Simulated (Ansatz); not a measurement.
Reaction (ligand exchange at a Ge–C bond): `C[CH2][Ge][NH2]` + H–F → `[NH2][Ge][F]` + `CC`

Calculated with Ansatz (gas phase, PBE0-D4/def2-TZVP geometries, no zero-point term in ΔE). CBS: MP2 limit from def2 TZ/QZ plus the TZ coupled-cluster correction, frozen cores. This one scheme is used for every species. For Ge outer-core shells are correlated without core-valence functions, which leaves a few kJ/mol of doubt a bond. Scalar relativity is left out up to krypton. Each species was taken in one conformer, which may not be the lowest.

`C[CH2][Ge][NH2]`:

Cartesian coordinates in Å:
```
C -1.427 -0.275 0.288
C -0.007 -0.793 0.514
Ge 1.224 0.738 0.941
N 1.660 1.105 -0.786
H -1.478 0.392 -0.577
H -2.136 -1.089 0.114
H -1.795 0.290 1.151
H 0.355 -1.332 -0.367
H 0.006 -1.497 1.352
H 1.343 0.583 -1.590
H 2.254 1.878 -1.040
```

H–F:

```xyz
2

F     0.168    0.039    0.427
H    -0.168   -0.039   -0.427
```

`[NH2][Ge][F]`:

Z-matrix (Å, degrees):
```
N
Ge 1 1.811
H 1 1.010 2 122.7
H 1 1.008 2 124.0 3 -180.0
F 2 1.768 1 94.5 3 -0.0
```

`CC`:

Z-matrix (Å, degrees):
```
C
C 1 1.519
H 1 1.093 2 111.4
H 1 1.093 2 111.4 3 120.0
H 1 1.093 2 111.4 3 -120.0
H 2 1.093 1 111.4 3 180.0
H 2 1.093 1 111.4 3 -60.0
H 2 1.093 1 111.4 3 60.0
```

| species | CCSD(T)/CBS(def2) energy (Eh) |
| --- | --- |
| `C[CH2][Ge][NH2]` | -2211.13801 |
| H–F | -100.39570 |
| `[NH2][Ge][F]` | -2231.86581 |
| `CC` | -79.71954 |

Task: Work out ΔE.

Result: ΔE = (-2231.86581) + (-79.71954) − (-2211.13801) − (-100.39570) = -0.05164 Eh = -135.6 kJ/mol.

Largest T1 diagnostic among the species: 0.014.

In def2-TZVPP, CCSD(T) changes the Hartree–Fock value by +32.4 kJ/mol (the triples alone add +3.3 kJ/mol) and MP2 by +34.5 kJ/mol. From r2SCAN to r2SCAN0 (25 % exact exchange), in def2-TZVPP and without D4, ΔE moves by +4.8 kJ/mol.
